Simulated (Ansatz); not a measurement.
A nudged elastic band was laid between two geometries of C3H7GeN (12 atoms, charge 0, multiplicity 1).

Method: RKS PBE0-D4/def2-SVP (Ansatz 0.2.0).

```
movable images  : 9
climbing image  : yes
spring          : 5.0 eV/Å²
optimiser       : quadratic models (default)
start path      : through a guess of the saddle point
force threshold : 0.05 eV/Å
iteration limit : 60
end points      : relaxed
```

Image 0:

```xyz
12
Properties=species:S:1:pos:R:3
C -1.255 -0.379 0.684
C -0.339 0.096 -0.448
Ge 1.558 -0.419 -0.133
C -0.404 1.532 -0.653
N -0.432 2.682 -0.791
H -2.305 -0.116 0.482
H -1.192 -1.472 0.794
H -0.973 0.078 1.644
H -0.627 -0.387 -1.397
H 2.418 0.045 -1.317
H 1.600 -1.952 -0.003
H 2.029 0.237 1.174
```

Image 10:

```xyz
12
Properties=species:S:1:pos:R:3
C -1.233 -0.314 0.753
C -0.192 0.538 0.020
Ge 1.569 -0.385 -0.097
C -0.615 0.908 -1.318
N -0.940 1.173 -2.399
H -2.189 0.223 0.849
H -1.427 -1.254 0.217
H -0.880 -0.564 1.764
H -0.004 1.471 0.579
H 2.576 0.519 -0.823
H 1.375 -1.707 -0.855
H 2.036 -0.662 1.344
```

(1) What changes between the two ends?

(2) What energy profile does the band end with?

(3) What is the geometry of the highest image?

Answers

(1) No bond is made or broken.  The two ends are copies of one structure, up to a mirror image or an exchange of like atoms.

(2) The run converged. The highest image is number 6 of 0 to 10, 389.8 kJ/mol above the ends, which have the same energy within 2 meV. Neighbouring images differ by up to 2.0 eV, so the band resolves the path poorly. A vibrational analysis at the climbing image gives one clearly imaginary mode, 995i cm⁻¹: a first-order saddle point.

| image | path coordinate (Å) | energy (kJ/mol) |
| --- | --- | --- |
| 0 | 0.00 | 0.0 |
| 1 | 0.69 | 3.9 |
| 2 | 1.38 | 17.2 |
| 3 | 2.07 | 48.5 |
| 4 | 2.75 | 120.2 |
| 5 | 3.44 | 272.2 |
| 6 | 4.13 | 389.8 |
| 7 | 4.85 | 252.1 |
| 8 | 5.56 | 54.5 |
| 9 | 6.28 | 8.4 |
| 10 | 7.00 | 0.0 |

(3) 
```xyz
12
Properties=species:S:1:pos:R:3
C -1.065 -0.259 0.793
C -0.353 0.789 -0.027
Ge 1.657 -0.561 -0.074
C -1.056 1.360 -1.107
N -1.648 1.909 -1.955
H -1.999 0.222 1.125
H -1.361 -1.193 0.275
H -0.523 -0.528 1.715
H 0.600 0.535 -0.722
H 2.802 -0.045 -0.957
H 1.154 -1.961 -0.444
H 1.869 -0.323 1.413
```

Time of the run: 14 min on 2 threads of Arm Neoverse V1, on a shared host, peak memory 0.32 GiB.
